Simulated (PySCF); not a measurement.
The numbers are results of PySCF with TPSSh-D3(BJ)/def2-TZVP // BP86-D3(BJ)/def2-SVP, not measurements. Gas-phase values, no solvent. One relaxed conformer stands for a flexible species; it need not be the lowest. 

Reference species: [Ti(OH)4] (neutral, multiplicity 1).

```json
{
 "charge on the central atom (Mulliken)": "1.50 e",
 "HOMO": "-8.06 eV",
 "coordination_number": "4"
}
```

After one change: the charge on the central atom (Mulliken) falls by 0.12 e; the HOMO falls by 0.04 eV; the coordination number hardly moves.

Q: What was changed between the two runs? The new species is one of these.
A) [Ti(Cl)4]
B) [Ti(Cl)3(OH)]
C) [Ti(Cl)2(OH)2]

A: C, [Ti(Cl)2(OH)2]
